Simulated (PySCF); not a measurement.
C2H6ClGe, multiplicity 2. Atoms are numbered in the order given.

```xyz
10

C      1.0934    -0.4407    -1.6309
Ge     0.3222     0.3780     0.0000
C      1.0934    -0.4407     1.6309
Cl    -1.8142    -0.1879     0.0000
H      0.5941    -0.0535    -2.5296
H      2.1706    -0.2223    -1.6857
H      0.9413    -1.5306    -1.5734
H      0.9413    -1.5306     1.5734
H      0.5941    -0.0535     2.5296
H      2.1706    -0.2223     1.6857
```
Charge 0, spin multiplicity 2.

The structure is a stationary point at B3LYP-D3(BJ)/def2-SVP. The isomer is the one that the SMILES or the coordinates give; other isomers of the formula were not compared.

Computed with PBE/def2-TZVP (PySCF).

ESP charges are fitted to the potential on shells at 1.4 to 2.0 van der Waals radii. Atomic charges (e):

```tsv
atom	ESP fit	Löwdin	meta-Löwdin	Mulliken	Mulliken spin
C1	-0.57	-0.51	-0.54	-0.46	0.07
Ge2	0.29	0.21	0.57	0.39	0.74
C3	-0.57	-0.51	-0.54	-0.46	0.07
Cl4	-0.22	0.05	-0.31	-0.33	0.08
H5	0.16	0.13	0.14	0.15	0.00
H6	0.18	0.13	0.13	0.14	0.00
H7	0.19	0.13	0.14	0.14	0.02
H8	0.19	0.13	0.14	0.14	0.02
H9	0.16	0.13	0.14	0.15	0.00
H10	0.18	0.13	0.13	0.14	0.00
```
